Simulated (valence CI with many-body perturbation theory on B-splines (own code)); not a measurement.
# Dy⁵³⁺: electric-dipole lines

Calculated by relativistic CI+MBPT: three valence electrons over a frozen Dirac-Fock core [Ne], radial functions for each j: 11 s, 11 p, 10 d, 8 f, 5 g, 2 h, with the one-electron correlation potential Σ1 (screened to all orders), the two-electron term Σ2, the three-electron term Σ3, Breit, model QED; selected single and double excitations, second order for the rest, scaled by the run's own slope (own B-spline code, finite nucleus).

The last digits are not significant, and no measured levels were compared; by estimate large intervals hold to a few tenths of a per cent, small ones and those within an open d or f shell to about a per cent.

Lines 151 to 200 of 588 in falling wavelength, among levels below 182.03 Ry, chosen from the strongest by gf and those to the six lowest levels. Wavelengths and rates use the calculated energies. Electric multipoles are in the length gauge, E1 and E2 with the static RPA response of the core. Weak lines are less certain than strong ones. Lines between different terms over intervals too small for the method are left out, as are lines whose strength nearly cancels. The highest levels of a list are the least certain.

Levels are named by their leading jj configuration (3d3/2^4 stands for four electrons in 3d with j = 3/2), which in mixed levels can hold well under half, so a name can repeat and another be missing. Letters in brackets count levels of one name in rising energy.

```csv
λ vac (Å),Upper,Lower,A (s⁻¹),S (a.u.) with core polarisation,S without
51.67,(3p1/2 3d3/2 3d5/2) J=9/2,(3p1/2 3p3/2 3d3/2) J=7/2,1.18e+11,8.03e-02,8.15e-02
51.63,(3s 3d5/2^2) J=1/2,(3s 3p3/2 3d5/2) J=3/2 [b],2.19e+11,2.97e-02,3.01e-02
51.62,(3d3/2^2 3d5/2) J=5/2 [b],(3p3/2 3d3/2^2) J=3/2 [b],1.75e+11,7.13e-02,7.23e-02
51.62,(3d3/2^2 3d5/2) J=1/2,(3p3/2 3d3/2^2) J=1/2,1.41e+11,1.92e-02,1.95e-02
51.58,(3p3/2 3d3/2 3d5/2) J=1/2 [b],(3p3/2^2 3d3/2) J=3/2 [b],2.33e+11,3.15e-02,3.20e-02
51.54,(3p1/2 3d3/2 3d5/2) J=7/2 [b],(3p1/2 3p3/2 3d3/2) J=5/2 [b],1.64e+11,8.85e-02,8.98e-02
51.51,(3p3/2 3d3/2 3d5/2) J=3/2 [b],(3p3/2^2 3d3/2) J=1/2,1.04e+11,2.80e-02,2.84e-02
51.50,(3p3/2 3d5/2^2) J=1/2,(3p3/2^2 3d5/2) J=1/2,3.43e+11,4.62e-02,4.69e-02
51.46,(3p1/2 3d3/2 3d5/2) J=1/2,(3p1/2 3p3/2 3d3/2) J=1/2 [a],1.60e+11,2.15e-02,2.18e-02
51.42,(3p1/2 3p3/2 3d5/2) J=3/2 [b],(3p1/2 3p3/2^2) J=1/2,1.12e+11,3.01e-02,3.06e-02
51.40,(3p1/2 3d3/2 3d5/2) J=3/2 [a],(3p1/2 3p3/2 3d3/2) J=3/2 [a],1.03e+11,2.77e-02,2.81e-02
51.38,(3p3/2 3d5/2^2) J=3/2 [a],(3p3/2^2 3d5/2) J=5/2 [a],2.16e+11,5.79e-02,5.88e-02
51.37,(3p3/2^2 3d5/2) J=3/2,(3p3/2^3) J=3/2,3.10e+11,8.29e-02,8.41e-02
51.30,(3p1/2 3d3/2 3d5/2) J=5/2 [a],(3p1/2 3p3/2 3d3/2) J=5/2 [a],6.96e+10,2.78e-02,2.83e-02
51.25,(3s 3p1/2 3d5/2) J=7/2,(3s 3p1/2 3p3/2) J=5/2,1.06e+11,5.61e-02,5.69e-02
51.22,(3p3/2 3d3/2 3d5/2) J=5/2 [c],(3p3/2^2 3d3/2) J=5/2,1.41e+11,5.60e-02,5.68e-02
51.22,(3s^2 3d5/2) J=5/2,(3s^2 3p3/2) J=3/2,1.62e+11,6.46e-02,6.56e-02
51.22,(3d3/2 3d5/2^2) J=3/2 [a],(3p3/2 3d3/2 3d5/2) J=5/2 [b],1.05e+11,2.80e-02,2.84e-02
51.20,(3p1/2 3d3/2 3d5/2) J=3/2 [b],(3p1/2 3p3/2 3d3/2) J=1/2 [b],8.55e+10,2.26e-02,2.30e-02
51.20,(3p3/2 3d5/2^2) J=5/2 [b],(3p3/2^2 3d5/2) J=5/2 [a],1.85e+11,7.34e-02,7.45e-02
51.18,(3d3/2 3d5/2^2) J=3/2 [a],(3p3/2 3d3/2 3d5/2) J=3/2 [a],1.52e+11,4.03e-02,4.09e-02
51.18,(3d3/2^2 3d5/2) J=3/2,(3p3/2 3d3/2^2) J=3/2 [a],1.09e+11,2.88e-02,2.92e-02
51.08,(3p1/2^2 3d5/2) J=5/2,(3p1/2^2 3p3/2) J=3/2,8.25e+10,3.26e-02,3.30e-02
51.04,(3p3/2 3d5/2^2) J=3/2 [b],(3p3/2^2 3d5/2) J=5/2 [b],1.78e+11,4.68e-02,4.74e-02
51.02,(3d3/2 3d5/2^2) J=3/2 [b],(3p3/2 3d3/2 3d5/2) J=5/2 [d],1.86e+11,4.89e-02,4.96e-02
50.97,(3p3/2^2 3d5/2) J=5/2 [b],(3p3/2^3) J=3/2,4.12e+11,1.62e-01,1.64e-01
50.90,(3s 3d5/2^2) J=5/2,(3s 3p3/2 3d5/2) J=3/2 [a],4.13e+10,1.61e-02,1.63e-02
50.90,(3p1/2 3p3/2 3d5/2) J=5/2 [b],(3p1/2 3p3/2^2) J=3/2,3.17e+11,1.24e-01,1.26e-01
50.77,(3s 3p3/2 3d5/2) J=5/2 [b],(3s 3p3/2^2) J=3/2,3.45e+11,1.34e-01,1.36e-01
50.69,(3p1/2 3p3/2 3d5/2) J=7/2 [b],(3p1/2 3p3/2^2) J=5/2,2.20e+11,1.13e-01,1.15e-01
50.64,(3p3/2 3d5/2^2) J=3/2 [b],(3p3/2^2 3d5/2) J=3/2,4.24e+11,1.09e-01,1.10e-01
50.64,(3d3/2 3d5/2^2) J=7/2 [a],(3p3/2 3d3/2 3d5/2) J=7/2 [a],9.69e+10,4.97e-02,5.04e-02
50.51,(3s 3d5/2^2) J=5/2,(3s 3p3/2 3d5/2) J=7/2 [a],5.13e+10,1.96e-02,1.99e-02
50.44,(3s 3p3/2 3d5/2) J=7/2 [a],(3s 3p3/2^2) J=5/2,1.69e+11,8.58e-02,8.71e-02
50.44,(3p1/2 3d5/2^2) J=9/2,(3p1/2 3p3/2 3d5/2) J=9/2,5.13e+10,3.25e-02,3.30e-02
50.35,(3s 3p1/2 3d5/2) J=5/2 [a],(3s 3p1/2 3p3/2) J=3/2 [a],1.67e+11,6.30e-02,6.40e-02
50.33,(3p1/2 3d5/2^2) J=1/2,(3p1/2 3p3/2 3d5/2) J=3/2 [b],2.80e+11,3.53e-02,3.58e-02
50.25,(3s 3d3/2 3d5/2) J=5/2 [a],(3s 3p3/2 3d3/2) J=3/2 [a],1.58e+11,5.95e-02,6.04e-02
50.17,(3p3/2 3d5/2^2) J=5/2 [a],(3p3/2^2 3d3/2) J=3/2 [b],5.04e+10,1.88e-02,1.91e-02
50.12,(3d3/2 3d5/2^2) J=1/2,(3p3/2 3d3/2 3d5/2) J=1/2 [a],1.36e+11,1.69e-02,1.71e-02
50.08,(3p1/2 3p3/2 3d5/2) J=5/2 [b],(3p1/2 3p3/2^2) J=5/2,4.03e+10,1.50e-02,1.52e-02
50.02,(3s 3p3/2 3d5/2) J=3/2 [b],(3s 3p3/2^2) J=1/2,1.66e+11,4.09e-02,4.16e-02
49.93,(3p1/2 3d5/2^2) J=5/2,(3p1/2 3p3/2 3d5/2) J=5/2 [a],1.39e+11,5.13e-02,5.21e-02
49.92,(3p3/2 3d3/2 3d5/2) J=5/2 [c],(3p3/2^2 3d3/2) J=3/2 [a],1.11e+11,4.08e-02,4.14e-02
49.78,(3p1/2 3d5/2^2) J=3/2,(3p1/2 3p3/2 3d5/2) J=3/2 [a],1.66e+11,4.05e-02,4.11e-02
49.64,(3s 3d3/2 3d5/2) J=3/2 [a],(3s 3p3/2 3d3/2) J=1/2 [a],1.53e+11,3.70e-02,3.76e-02
49.60,(3d3/2 3d5/2^2) J=11/2,(3p3/2 3d3/2 3d5/2) J=11/2,5.25e+10,3.80e-02,3.85e-02
49.57,(3d3/2 3d5/2^2) J=5/2 [a],(3p3/2 3d3/2 3d5/2) J=5/2 [a],4.24e+10,1.53e-02,1.55e-02
49.52,(3p3/2 3d3/2 3d5/2) J=5/2 [d],(3p3/2^2 3d3/2) J=7/2,5.39e+10,1.94e-02,1.97e-02
49.52,(3s 3d3/2 3d5/2) J=9/2,(3s 3p3/2 3d3/2) J=7/2,2.30e+11,1.38e-01,1.40e-01
```
